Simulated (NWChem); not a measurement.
System: C$_{2}$H$_{4}$GeN$_{2}$; SMILES N(/C#N)=[CH]/[GeH3]

NWChem input:

```
start job
memory heap 200 mb stack 900 mb global 1100 mb
geometry units angstroms noautoz
  N     -1.087571    -2.788801     0.000000
  C     -0.129640    -2.097699     0.000000
  N      1.047219    -1.472071     0.000000
  C      1.196297    -0.187934     0.000000
  Ge    -0.219135     1.210588     0.000000
  H      2.252717     0.155960     0.000000
  H     -0.006172     2.082449     1.262783
  H     -0.006172     2.082449    -1.262783
  H     -1.605540     0.533509     0.000000
end
basis spherical
  N library 6-31g*
  C library 6-31g*
  Ge library 6-31g*
  H library 6-31g*
end
dft
  xc xwpbe 1.00 cpbe96 1.0 hfexch 1.00
  cam 0.4 cam_alpha 0.0 cam_beta 1.0
  iterations 150
  mulliken
end
task dft energy
```

Output (shortened):

```
             Northwest Computational Chemistry Package (NWChem) 7.3.0
             --------------------------------------------------------

 CS  symmetry detected

                             Geometry "geometry" -> ""
                             -------------------------

 Output coordinates in angstroms (scale by  1.889725989 to convert to a.u.)

  No.       Tag          Charge          X              Y              Z
 ---- ---------------- ---------- -------------- -------------- --------------
    1 N                    7.0000    -1.06664972    -2.79609903     0.00000000
    2 C                    6.0000    -0.11287513    -2.09927207     0.00000000
    3 N                    7.0000     1.06021568    -1.46660671     0.00000000
    4 C                    6.0000     1.20159990    -0.18159987     0.00000000
    5 Ge                  32.0000    -0.22218290     1.20841958     0.00000000
    6 H                    1.0000     2.25594127     0.16861520     0.00000000
    7 H                    1.0000    -0.01444557     2.08154044     1.26278300
    8 H                    1.0000    -0.01444557     2.08154044    -1.26278300
    9 H                    1.0000    -1.60450779     0.52304911     0.00000000

 Effective nuclear repulsion energy (a.u.)     286.3984763599

      Symmetry information
      --------------------

 Group name             Cs
 Group number              2
 Group order               2
 No. of unique centers     8

  pbe96 is a nonlocal functional; adding pw91lda local functional.

                                 NWChem DFT Module
                                 -----------------

 Summary of "ao basis" -> "ao basis" (spherical)
 ------------------------------------------------------------------------------
       Tag                 Description            Shells   Functions and Types
 ---------------- ------------------------------  ------  ---------------------
 N                           6-31g*                  6       14   3s2p1d
 C                           6-31g*                  6       14   3s2p1d
 Ge                          6-31g*                 12       32   5s4p3d
 H                           6-31g*                  2        2   2s

      Symmetry analysis of basis
      --------------------------

        a'         68
        a"         28

            General Information
            -------------------
          SCF calculation type: DFT
          Wavefunction type:  closed shell.
          No. of atoms     :     9
          No. of electrons :    62
           Alpha electrons :    31
            Beta electrons :    31
          Charge           :     0
          Spin multiplicity:     1
          Use of symmetry is: on ; symmetry adaption is: on
          Maximum number of iterations: 150
          AO basis - number of functions:    96
                     number of shells:    44
          Convergence on energy requested:  1.00D-06
          Convergence on density requested:  1.00D-05
          Convergence on gradient requested:  5.00D-04

              XC Information
              --------------
                     Hartree-Fock (Exact) Exchange  1.000
                     LC-wPBE(h)Exchange Functional  1.000
            Perdew 1991 LDA Correlation Functional  1.000 local
           PerdewBurkeErnz. Correlation Functional  1.000 non-local

           Range-Separation Parameters
           ---------------------------
           Alpha           :  0.00
           Beta            :  1.00
           Gamma           :  0.40
           Short-Range HF  :     F

             Grid Information
             ----------------
          Grid used for XC integration:  medium
          Radial quadrature: Mura-Knowles
          Angular quadrature: Lebedev.
          Tag              B.-S. Rad. Rad. Pts. Rad. Cut. Ang. Pts.
          ---              ---------- --------- --------- ---------
          N                   0.65       49          12.0       434
          C                   0.70       49          11.0       434
          Ge                  1.25      112          10.0       590
          H                   0.35       45          11.0       434
          Grid pruning is: on
          Number of quadrature shells:   443
          Spatial weights used:  Erf1

      Superposition of Atomic Density Guess
      -------------------------------------

 Sum of atomic energies:       -2260.92235142

      Non-variational initial energy
      ------------------------------

 Total energy =   -2263.051886
 1-e energy   =   -3714.613310
 2-e energy   =    1165.162948
 HOMO         =      -0.271981
 LUMO         =      -0.061038

      Symmetry analysis of molecular orbitals - initial
      -------------------------------------------------

  Numbering of irreducible representations:

     1 a'          2 a"

  Orbital symmetries:

     1 a'          2 a'          3 a'          4 a"          5 a'
     6 a'          7 a'          8 a'          9 a'         10 a'
    11 a'         12 a"         13 a'         14 a'         15 a'
    16 a"         17 a'         18 a"         19 a'         20 a'
    21 a'         22 a'         23 a'         24 a'         25 a"
    26 a'         27 a"         28 a'         29 a'         30 a"
    31 a'         32 a"         33 a'         34 a"         35 a'
    36 a'         37 a'         38 a"         39 a'         40 a'
    41 a'

     ---------------------------------------------
      Total Density - Mulliken Population Analysis
     ---------------------------------------------

    Atom       Charge   Shell Charges
 -----------   ------   -------------------------------------------------------
    1 N    7     7.95   2.00  0.89  2.46  0.99  1.59  0.03
    2 C    6     5.15   2.00  0.72  1.56  0.32  0.47  0.07
    3 N    7     7.50   2.00  0.83  2.38  0.83  1.43  0.03
    4 C    6     5.77   2.00  0.73  1.60  0.61  0.80  0.04
    5 Ge  32    31.85   2.00  2.00  6.00  2.00  5.99  1.20  1.96  0.15  0.43  6.87  2.97  0.28
    6 H    1     0.81   0.47  0.34
    7 H    1     0.99   0.44  0.54
    8 H    1     0.99   0.44  0.54
    9 H    1     1.00   0.45  0.55

   convergence    iter        energy       DeltaE   RMS-Dens  Diis-err
 ---------------- ----- ----------------- --------- --------- ---------
 d= 0,ls=0.0,diis     1  -2264.1891355921 -2.55D+03  1.36D-02  1.11D+00
 d= 0,ls=0.0,diis     2  -2264.1624005555  2.67D-02  7.74D-03  1.64D+00
 d= 0,ls=0.0,diis     3  -2264.3407966040 -1.78D-01  1.52D-03  3.67D-02
 d= 0,ls=0.0,diis     4  -2264.3444673481 -3.67D-03  6.15D-04  1.04D-02
 d= 0,ls=0.0,diis     5  -2264.3456216566 -1.15D-03  2.59D-04  6.38D-04
  Resetting Diis
 d= 0,ls=0.0,diis     6  -2264.3457164130 -9.48D-05  1.17D-04  3.97D-05
 d= 0,ls=0.0,diis     7  -2264.3457270722 -1.07D-05  3.25D-05  8.01D-06
 d= 0,ls=0.0,diis     8  -2264.3457277394 -6.67D-07  1.18D-05  6.40D-06
 d= 0,ls=0.0,diis     9  -2264.3457282973 -5.58D-07  9.54D-06  2.77D-07

         Total DFT energy =    -2264.345728297305
      One electron energy =    -3715.700535709205
           Coulomb energy =     1269.545049666273
    Exchange-Corr. energy =     -104.588718614322
 Nuclear repulsion energy =      286.398476359949

 Numeric. integr. density =       61.999955440978

                  Occupations of the irreducible representations
                  ----------------------------------------------

                     irrep           alpha         beta
                     --------     --------     --------
                     a'               24.0         24.0
                     a"                7.0          7.0

                       DFT Final Molecular Orbital Analysis
                       ------------------------------------

 Vector   29  Occ=2.000000D+00  E=-4.687248D-01  Symmetry=a'
              MO Center= -2.0D-01, -1.2D+00,  1.1D-14, r^2= 4.4D+00
   Bfn.  Coefficient  Atom+Function         Bfn.  Coefficient  Atom+Function
  ----- ------------  ---------------      ----- ------------  ---------------
    18     -0.333502  2 C  py                 3      0.315416  1 N  px
    68     -0.276210  5 Ge py                45     -0.225679  4 C  px
     7      0.182136  1 N  px                 4     -0.170779  1 N  py
    22     -0.123228  2 C  py                21      0.122604  2 C  px
    90     -0.114574  6 H  s                 31      0.113054  3 N  px

 Vector   30  Occ=2.000000D+00  E=-4.189951D-01  Symmetry=a"
              MO Center= -5.8D-02, -1.7D+00,  3.6D-15, r^2= 3.4D+00
   Bfn.  Coefficient  Atom+Function         Bfn.  Coefficient  Atom+Function
  ----- ------------  ---------------      ----- ------------  ---------------
     5      0.395194  1 N  pz                19      0.292467  2 C  pz
    47     -0.267692  4 C  pz                33     -0.256777  3 N  pz
     9      0.237868  1 N  pz                37     -0.189956  3 N  pz
    51     -0.180937  4 C  pz                23      0.174166  2 C  pz
    69      0.100194  5 Ge pz                92      0.073986  7 H  s

 Vector   31  Occ=2.000000D+00  E=-3.816173D-01  Symmetry=a'
              MO Center=  4.4D-01, -1.4D+00, -3.6D-15, r^2= 3.6D+00
   Bfn.  Coefficient  Atom+Function         Bfn.  Coefficient  Atom+Function
  ----- ------------  ---------------      ----- ------------  ---------------
    31      0.332830  3 N  px                 4      0.281425  1 N  py
    32     -0.253769  3 N  py                34      0.242642  3 N  s
    35      0.230914  3 N  px                67      0.216824  5 Ge px
    36     -0.212949  3 N  py                68     -0.181261  5 Ge py
     8      0.179959  1 N  py                17     -0.166896  2 C  px

 Vector   32  Occ=0.000000D+00  E=-3.797181D-03  Symmetry=a"
              MO Center=  6.9D-01, -7.7D-01,  8.6D-16, r^2= 3.3D+00
   Bfn.  Coefficient  Atom+Function         Bfn.  Coefficient  Atom+Function
  ----- ------------  ---------------      ----- ------------  ---------------
    51      0.471704  4 C  pz                47      0.420368  4 C  pz
    37     -0.368207  3 N  pz                33     -0.336162  3 N  pz
     5      0.245841  1 N  pz                 9      0.236754  1 N  pz
    92     -0.208036  7 H  s                 94      0.208036  8 H  s
    73      0.157435  5 Ge pz                19     -0.138054  2 C  pz

 Vector   33  Occ=0.000000D+00  E= 8.516478D-02  Symmetry=a'
              MO Center= -3.2D-01,  9.0D-01, -2.0D-14, r^2= 6.1D+00
   Bfn.  Coefficient  Atom+Function         Bfn.  Coefficient  Atom+Function
  ----- ------------  ---------------      ----- ------------  ---------------
    48      0.916878  4 C  s                 71     -0.771386  5 Ge px
    72      0.759296  5 Ge py                50      0.305185  4 C  py
    70     -0.252816  5 Ge s                 68      0.250391  5 Ge py
     6      0.200521  1 N  s                  8      0.193755  1 N  py
    21      0.192398  2 C  px                67     -0.191474  5 Ge px

 Vector   34  Occ=0.000000D+00  E= 1.271710D-01  Symmetry=a'
              MO Center=  1.9D-01,  1.3D+00,  6.6D-14, r^2= 5.3D+00
   Bfn.  Coefficient  Atom+Function         Bfn.  Coefficient  Atom+Function
  ----- ------------  ---------------      ----- ------------  ---------------
    96      1.077682  9 H  s                 71      0.981972  5 Ge px
    72      0.889485  5 Ge py                92     -0.455109  7 H  s
    94     -0.455109  8 H  s                 34      0.416488  3 N  s
    48     -0.350467  4 C  s                 67      0.233976  5 Ge px
    68      0.184930  5 Ge py                50      0.142151  4 C  py

     ---------------------------------------------
      Total Density - Mulliken Population Analysis
     ---------------------------------------------

    Atom       Charge   Shell Charges
 -----------   ------   -------------------------------------------------------
    1 N    7     7.30   2.00  0.84  2.25  0.91  1.28  0.04
    2 C    6     5.67   2.00  0.69  2.01  0.26  0.65  0.06
    3 N    7     7.32   2.00  0.78  2.44  0.84  1.22  0.04
    4 C    6     6.05   2.00  0.68  1.95  0.59  0.79  0.05
    5 Ge  32    32.03   2.00  2.00  6.00  2.00  5.99  1.23  2.35  0.08  0.21  6.84  2.92  0.42
    6 H    1     0.79   0.52  0.27
    7 H    1     0.95   0.47  0.49
    8 H    1     0.95   0.47  0.49
    9 H    1     0.93   0.47  0.47

     -------------------------------------------
      Total Density - Lowdin Population Analysis
     -------------------------------------------

    Atom       Charge   Shell Charges
 -----------   ------   -------------------------------------------------------
    1 N    7     7.13   1.99  0.76  2.10  0.69  1.52  0.07
    2 C    6     5.99   1.98  0.53  1.80  0.37  1.16  0.15
    3 N    7     7.09   1.99  0.67  2.27  0.53  1.54  0.09
    4 C    6     6.09   1.99  0.55  1.76  0.45  1.24  0.10
    5 Ge  32    32.00   2.00  2.00  5.99  1.98  5.90  0.82  2.02  0.33  0.72  6.64  3.07  0.53
    6 H    1     0.84   0.49  0.35
    7 H    1     0.96   0.45  0.51
    8 H    1     0.96   0.45  0.51
    9 H    1     0.95   0.45  0.50

     Multipole analysis of the density
     ---------------------------------

     L   x y z        total         alpha         beta         nuclear
     -   - - -        -----         -----         ----         -------
     0   0 0 0     -0.000000    -31.000000    -31.000000     62.000000

     1   1 0 0      0.735935      0.367967      0.367967      0.000000
     1   0 1 0      1.737143      0.868571      0.868571      0.000000
     1   0 0 1     -0.000000     -0.000000     -0.000000      0.000000

     2   2 0 0    -31.207503    -75.983150    -75.983150    120.758798
     2   1 1 0     -2.474819     -3.013245     -3.013245      3.551670
     2   1 0 1      0.000000      0.000000      0.000000      0.000000
     2   0 2 0    -38.168051   -290.698802   -290.698802    543.229554
     2   0 1 1     -0.000000     -0.000000     -0.000000      0.000000
     2   0 0 2    -30.068031    -20.728509    -20.728509     11.388988
```

Level: LC-wPBE (HJS exchange hole, range parameter 0.4 per bohr)/6-31G* (spherical d). The geometry was optimised at PBE-D3(BJ)/def2-SVP.
